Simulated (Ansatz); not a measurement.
Reaction (formal exchange of groups at the Sn–N bond): `C[NH][SnH2][OH]` + `COCO` → `[OH][SnH2][OH]` + `CNCOC`

Program: Ansatz. Geometries: PBE0-D4/def2-TZVP. ΔE: electronic, gas phase. CCSD(T)/CBS is the MP2 limit (def2-TZVPP, def2-QZVPP) plus CCSD(T) − MP2 in def2-TZVPP, frozen cores. This one scheme is used for every species. def2 core potentials past Kr. For Sn outer-core shells are correlated without core-valence functions, which leaves a few kJ/mol of doubt a bond. Each species was taken in one conformer, which may not be the lowest.

```tsv
level	ΔE (eV)
HF/def2-QZVPP	-0.43
MP2/def2-QZVPP	-0.48
SCS-MP2/def2-QZVPP	-0.47
MP2/CBS(def2)	-0.49
```

Q: What does CCSD(T)/CBS give? (Estimate.)

A: The calculation gave: -0.46 eV. The listed levels differ from it by 0.03, -0.02, -0.01, -0.03 eV.

Largest T1 diagnostic among the species: 0.014.
